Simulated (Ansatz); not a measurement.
System: dichloro(dimethoxy)silane, C2H6Cl2O2Si, net charge 0, singlet state. 
Structure (B3LYP-D3(BJ)/def2-TZVP (Ansatz, a first-principles code) minimum search):
```xyz
13

Si    -0.0245     0.0871     0.0283
Cl    -0.2691     1.6874    -1.2171
Cl    -0.3797     0.6242     1.9665
O      1.5128    -0.3843    -0.1644
C      2.1556    -1.4043     0.5978
O     -1.1040    -1.0723    -0.3078
C     -1.2947    -1.6627    -1.5921
H      2.2342    -1.1087     1.6457
H      1.6083    -2.3475     0.5319
H      3.1541    -1.5394     0.1864
H     -1.6641    -0.9222    -2.3041
H     -2.0331    -2.4546    -1.4813
H     -0.3630    -2.0895    -1.9704
```

Computed values are from Ansatz. Valence correlation only, unless marked. Open shells are spin-unrestricted. No spin-orbit coupling. Non-relativistic. CBS(X,Y): correlation extrapolated as X^-3; Hartree-Fock from the larger set. The bracket is a focal-point correction in the basis named.

```
Property                                                                                         Result
---------------------  --------------------------------------------------------------------------------
atomisation energy De  1210.0 kcal/mol at RI-MP2/CBS(cc-pV(T+d)Z,cc-pV(Q+d)Z)+[CCSD(T)-MP2]/cc-pV(T+d)Z
total energy             -1438.8741 Eh at RI-MP2/CBS(cc-pV(T+d)Z,cc-pV(Q+d)Z)+[CCSD(T)-MP2]/cc-pV(T+d)Z
dipole moment                                                         2.71 D at CCSD(T)/aug-cc-pV(D+d)Z
T1 diagnostic                                                                 0.010 at CCSD/cc-pV(T+d)Z
```
